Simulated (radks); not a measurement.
S IV, 13 electrons, occupied as [Ne] 3s2 3p1. Method: Dirac Kohn-Sham, PBE, spin-unpolarised, spherical densities, finite nucleus; open shells are shared between the two j in proportion to 2j + 1; Fermi nuclear charge, rms radius 3.2611 fm; computed with a radial shooting solver on a logarithmic mesh with Libxc functionals.

X-ray form factor f0, the Fourier transform of the density (f0(0) = 13):

sin(theta)/lambda (1/angstrom),f0 (electrons)
0.05,12.810
0.1,12.285
0.15,11.537
0.2,10.699
0.25,9.879
0.3,9.139
0.4,7.950
0.5,7.030
0.6,6.223
0.8,4.753
1,3.549
1.25,2.526
1.5,1.934
2,1.412
